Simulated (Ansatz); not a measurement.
Compare A (`C[Si](C)(N)N`) with its isomer B (`CN[SiH](C)N`).

Calculated with Ansatz (gas phase, PBE0-D4/def2-TZVP geometries, no zero-point term in ΔE). CCSD(T)/CBS is the MP2 limit (def2-TZVPP, def2-QZVPP) plus CCSD(T) − MP2 in def2-TZVPP, frozen cores. DFT in def2-TZVPP. B3LYP here is the variant with VWN-RPA as its local correlation; programs differ in this. One conformer a species, not always the lowest.

Which isomer does CCSD(T)/CBS put lower? Give the gap. (Estimate.)

Computed: A, by 86.9 kJ/mol.

Give E(B) − E(A) in kJ/mol with r2SCAN-D4, CCSD(T)/def2-TZVPP, B3LYP, CCSD/def2-TZVPP, PBE0-D4, PBE-D4, ωB97M-V. (Best estimate.)

The calculation gave: r2SCAN-D4 88.0, CCSD(T)/def2-TZVPP 84.4, B3LYP 79.7, CCSD/def2-TZVPP 83.6, PBE0-D4 83.6, PBE-D4 82.2, ωB97M-V 86.4. None reverses the order clearly.

Largest T1 diagnostic: 0.010.

In def2-TZVPP, CCSD(T) changes the Hartree–Fock value by +8.4 kJ/mol (the triples alone add +0.8 kJ/mol) and MP2 by +12.3 kJ/mol.
